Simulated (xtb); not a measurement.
H₂Cl₃NTi, charge -1, doublet, geometry from GFN2-xTB (such geometries of metal compounds can be far from the true shape) (the multiplicity is a formal guess), atoms displaced at random by about 0.05 Å a coordinate; xtb with GFN2-xTB.

The xtb input:
```
$ xtb mol.xyz --gfn 2 --chrg -1 --uhf 1 --opt crude --json

# file mol.xyz
7

Ti    -0.16801337    -0.20196869    -0.07045009
Cl     1.87439910    -0.33988581    -0.85543594
Cl     0.09593493     0.13004493     2.18600836
Cl    -1.14265742     1.45631110    -1.05312066
N     -1.16025110    -1.81884727    -0.19932816
H     -0.87104932    -2.72538514    -0.63788695
H     -2.12048676    -1.89398204     0.25836592
```

Q: Write the output that xtb gives for this input, abridged.

A: 
```
   ID    Z sym.   atoms
    1   22 Ti     1
    2   17 Cl     2-4
    3    7 N      5
    4    1 H      6, 7

           -------------------------------------------------
          |                Calculation Setup                |
           -------------------------------------------------

           -------------------------------------------------
          |                 G F N 2 - x T B                 |
           -------------------------------------------------

          ...................................................
          :                      SETUP                      :
          :.................................................:
          :  # basis functions                  46          :
          :  # atomic orbitals                  42          :
          :  # shells                           16          :
          :  # electrons                        33          :
          :  max. iterations                   250          :
          :  Hamiltonian                  GFN2-xTB          :
          :  restarted?                      false          :
          :  GBSA solvation                  false          :
          :  PC potential                    false          :
          :  electronic temp.          300.0000000     K    :
          :  accuracy                    1.0000000          :
          :  -> integral cutoff          0.2500000E+02      :
          :  -> integral neglect         0.1000000E-07      :
          :  -> SCF convergence          0.1000000E-05 Eh   :
          :  -> wf. convergence          0.1000000E-03 e    :
          :  Broyden damping             0.4000000          :
          :  net charge                         -1          :
          :  unpaired electrons                  1          :
          ...................................................

 iter      E             dE          RMSdq      gap      omega  full diag
   1    -18.8075189 -0.188075E+02  0.187E+01    0.38       0.0  T
   2    -19.5068150 -0.699296E+00  0.126E+01    0.18       1.0  T
   3    -19.6163761 -0.109561E+00  0.672E+00    0.15       1.0  T
   4    -19.6647405 -0.483644E-01  0.279E+00    0.14       1.0  T
   5    -19.6699294 -0.518893E-02  0.228E+00    0.11       1.0  T
   6    -19.6733654 -0.343600E-02  0.439E-01    0.12       1.0  T
   7    -19.6729828  0.382552E-03  0.521E-01    0.13       1.0  T
   8    -19.6732605 -0.277650E-03  0.541E-01    0.12       1.0  T
   9    -19.6735294 -0.268936E-03  0.155E-01    0.13       1.0  T
  10    -19.6735626 -0.331464E-04  0.412E-02    0.12       1.0  T
  11    -19.6735620  0.578923E-06  0.315E-02    0.12       1.2  T
  12    -19.6735631 -0.110541E-05  0.125E-02    0.12       3.0  T
  13    -19.6735632 -0.132421E-06  0.212E-03    0.12      17.8  T
  14    -19.6735632  0.515656E-08  0.286E-03    0.12      13.2  T
  15    -19.6735632 -0.165887E-07  0.721E-04    0.12      52.4  T
  16    -19.6735632  0.156620E-08  0.118E-03    0.12      32.0  T
  17    -19.6735632 -0.224669E-08  0.243E-04    0.12     155.8  T

   *** convergence criteria satisfied after 17 iterations ***

         :::::::::::::::::::::::::::::::::::::::::::::::::::::
         ::                     SUMMARY                     ::
         :::::::::::::::::::::::::::::::::::::::::::::::::::::
         :: total energy             -19.621737405558 Eh    ::
         :: gradient norm              0.048245116597 Eh/a0 ::
         :: HOMO-LUMO gap              0.123237982023 eV    ::
         ::.................................................::
         :: SCC energy               -19.673552460226 Eh    ::
         :: -> isotropic ES            0.148000987741 Eh    ::
         :: -> anisotropic ES         -0.005947893466 Eh    ::
         :: -> anisotropic XC         -0.007631671409 Eh    ::
         :: -> dispersion             -0.006217716106 Eh    ::
         :: repulsion energy           0.051815054668 Eh    ::
         :: add. restraining           0.000000000000 Eh    ::
[...]
 * total energy  :   -19.6217374 Eh     change       -0.2446754E-10 Eh
 * total energy  :   -19.6257567 Eh     change       -0.4019289E-02 Eh
 * total energy  :   -19.6260534 Eh     change       -0.2966807E-03 Eh
   *** GEOMETRY OPTIMIZATION CONVERGED AFTER 3 ITERATIONS ***
         :: total energy             -19.626053375817 Eh    ::
[...]
        11        2.0000           -0.2751880              -7.4882
        12        2.0000           -0.2748643              -7.4794
        13        2.0000           -0.2730281              -7.4295
        14        2.0000           -0.2720836              -7.4038
        15        2.0000           -0.2710650              -7.3761
        16        2.0000           -0.2360526              -6.4233
        17        0.9186           -0.1341280              -3.6498 (HOMO)
        18        0.0814           -0.1295231              -3.5245 (LUMO)
        19                         -0.1118016              -3.0423
        20                         -0.1068864              -2.9085
        21                         -0.0930125              -2.5310
        22                          0.1195383               3.2528
        23                          0.1995768               5.4308
        24                          0.2075642               5.6481
        25                          0.2076500               5.6504
        26                          0.2076893               5.6515
        27                          0.2077452               5.6530
        28                          0.2080680               5.6618
       ...                                ...                  ...
        42                          1.0225410              27.8248
      -------------------------------------------------------------
                  HL-Gap            0.0046049 Eh            0.1253 eV
             Fermi-level           -0.1584579 Eh           -4.3119 eV

     #   Z          covCN         q      C6AA      α(0)
     1  22 Ti       3.052     0.626   107.734    25.346
     2  17 Cl       0.758    -0.466   114.301    16.354
     3  17 Cl       0.758    -0.466   114.296    16.353
     4  17 Cl       0.758    -0.472   114.535    16.371
     5   7 N        2.494    -0.496    33.265     8.565
     6   1 H        0.861     0.139     1.479     1.905
     7   1 H        0.863     0.135     1.505     1.922

 Mol. C6AA /au·bohr⁶  :       2472.298452
 Mol. C8AA /au·bohr⁸  :     120450.374084
 Mol. α(0) /au        :         86.815539

Wiberg/Mayer (AO) data.
largest (>0.10) Wiberg bond orders for each atom

 ---------------------------------------------------------------------------
     #   Z sym  total        # sym  WBO       # sym  WBO       # sym  WBO
 ---------------------------------------------------------------------------
     1  22 Ti   3.699 --     5 N    1.070     2 Cl   0.844     3 Cl   0.840
                             4 Cl   0.829
     2  17 Cl   0.953 --     1 Ti   0.844
     3  17 Cl   0.951 --     1 Ti   0.840
     4  17 Cl   0.941 --     1 Ti   0.829
     5   7 N    3.027 --     1 Ti   1.070     6 H    0.921     7 H    0.917
     6   1 H    0.980 --     5 N    0.921
     7   1 H    0.981 --     5 N    0.917
 ---------------------------------------------------------------------------

Topologies differ in total number of bonds
Writing topology from bond orders to xtbtopo.mol

molecular dipole:
                 x           y           z       tot (Debye)
 q only:       -0.606      -0.935      -0.150
   full:       -0.811      -1.176      -0.191       3.664
molecular quadrupole (traceless):
                xx          xy          yy          xz          yz          zz
 q only:       -0.840       5.102       5.347      -0.190       2.405      -4.507
  q+dip:       -1.113       8.734       8.714      -0.144       3.412      -7.602
   full:       -0.745       8.549       8.146      -0.298       3.214      -7.402

optimized geometry written to: xtbopt.xyz

           -------------------------------------------------
          | TOTAL ENERGY              -19.626053375817 Eh   |
          | GRADIENT NORM               0.004264535440 Eh/α |
          | HOMO-LUMO GAP               0.125305325440 eV   |
           -------------------------------------------------

normal termination of xtb
```
